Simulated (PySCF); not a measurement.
B₂ClFH, B₂ClFH₃, AlB₂FH₃ (calculated)

All values are calculated (PySCF 2.14.0). Calculation on a computer-drawn molecule: the log of a Hartree-Fock and frozen-core CCSD(T) single point meant for a local Hartree-Fock minimum, with one planted fault or none, to be diagnosed. Offsets are logged minus clean, where the clean run is the same molecule without the fault. The reference is restricted for singlets and unrestricted otherwise, and also for a bond in bohr or an excited solution. Adding or removing an electron swaps singlet and doublet. The excited solution moves the top pair (singlet) or top alpha electron (doublet) to the lowest empty orbital. Highest occupied and lowest empty are orbital energies over both spins, largest force is the largest gradient component, triples share is (T) over the correlation energy, the T1 limit is 0.02 restricted and 0.045 unrestricted, electrons count all cores, a negative frequency is imaginary (commonest isotopes), and the dipole is about the centre of nuclear charge.

Common to all runs: logged SCF converged yes; logged CC converged yes; logged SCF stable within its kind yes; possible faults no fault, one electron removed, one electron added, multiplicity raised by two, geometry at a saddle point, SCF held on an excited solution, minimal basis STO-3G, one bond length entered in bohr, all coordinates scaled.

(1) 
```xyz
5
formula=B2ClFH meant_charge=1 meant_multiplicity=1 meant_basis=cc-pV(D+d)Z logged_electrons=37 logged_basis_functions=70 logged_spin_squared=0.7609 logged_highest_occupied=-7.4735 logged_lowest_empty=1.9625 logged_largest_force=0.087639 logged_T1_diagnostic=0.017234 logged_D1_diagnostic=0.059783 logged_triples_share=0.025175 logged_dipole_magnitude=1.3821 logged_energy_HF=-608.9028 logged_energy_CCSD(T)=-609.41217 planted_fault=one_electron_added HF_energy_offset_from_clean_run=-153.7 CCSD(T)_energy_offset_from_clean_run=-157.1
F     -2.7201     1.0237    -1.9774
B     -2.6747    -0.2680    -1.9502
B     -1.7712    -0.9922    -3.2932
Cl    -0.9581    -1.6843    -4.4989
H     -3.1705    -0.9632    -1.1308
```

Units: logged_highest_occupied, logged_lowest_empty in eV; logged_largest_force in hartree/bohr; logged_dipole_magnitude in debye; logged_energy_HF, logged_energy_CCSD(T) in hartree; HF_energy_offset_from_clean_run, CCSD(T)_energy_offset_from_clean_run in kcal/mol.

Drawn bonds:
```csv
atom,other atom,order
1,2,1
2,3,1
3,4,1
2,5,1
```

(2) 
```xyz
7
formula=B2ClFH3 meant_charge=-1 meant_multiplicity=1 meant_basis=aug-cc-pV(D+d)Z logged_electrons=40 logged_basis_functions=128 logged_spin_squared=0 logged_highest_occupied=-5.2323 logged_lowest_empty=3.7611 logged_largest_force=3.125e-05 logged_lowest_frequency=65.913 logged_T1_diagnostic=0.013632 logged_D1_diagnostic=0.043699 logged_triples_share=0.028256 logged_dipole_magnitude=2.3031 logged_energy_HF=-610.17847 logged_energy_CCSD(T)=-610.79092 planted_fault=no_fault HF_energy_offset_from_clean_run=0 CCSD(T)_energy_offset_from_clean_run=0
F     -1.2637    -0.1242    -1.4022
B     -1.2239     0.2755    -0.0859
B     -1.2914     1.9385     0.3051
Cl    -1.2147     2.1480     2.3202
H     -1.1396    -0.6887     0.6533
H     -0.3284     2.5574    -0.1296
H     -2.3450     2.4566    -0.0424
```

Units: logged_highest_occupied, logged_lowest_empty in eV; logged_largest_force in hartree/bohr; logged_lowest_frequency in cm⁻¹; logged_dipole_magnitude in debye; logged_energy_HF, logged_energy_CCSD(T) in hartree; HF_energy_offset_from_clean_run, CCSD(T)_energy_offset_from_clean_run in kcal/mol.

Drawn bonds:
```csv
atom,other atom,order
1,2,1
2,3,1
3,4,1
2,5,1
3,6,1
3,7,1
```

(3) 
```xyz
7
formula=AlB2FH3 meant_charge=0 meant_multiplicity=2 meant_basis=cc-pV(D+d)Z logged_electrons=35 logged_basis_functions=80 logged_spin_squared=0.7564 logged_highest_occupied=-9.0202 logged_lowest_empty=0.28931 logged_largest_force=0.094322 logged_T1_diagnostic=0.015333 logged_D1_diagnostic=0.046325 logged_triples_share=0.020777 logged_dipole_magnitude=0.68318 logged_energy_HF=-392.41138 logged_energy_CCSD(T)=-392.84494
F      0.3830     0.0991    -3.3489
B      0.9331     0.1684    -2.2292
B      0.2049    -0.2566    -0.9228
Al    -0.6340    -0.7676     0.7675
H      1.9877     0.5549    -2.2027
H      0.1300    -0.6349     2.0219
H     -2.0169    -1.2784     0.7672
```

Units: logged_highest_occupied, logged_lowest_empty in eV; logged_largest_force in hartree/bohr; logged_dipole_magnitude in debye; logged_energy_HF, logged_energy_CCSD(T) in hartree.

Drawn bonds:
```csv
atom,other atom,order
1,2,1
2,3,1
3,4,1
2,5,1
4,6,1
4,7,1
```

Question: Give the missing planted fault for AlB₂FH₃ (entry 3).
Answer: all coordinates scaled, by -6.7 %

Further results for AlB₂FH₃ (entry 3):

- HF energy offset from clean run: 19.48 kcal/mol
- CCSD(T) energy offset from clean run: 21.7 kcal/mol
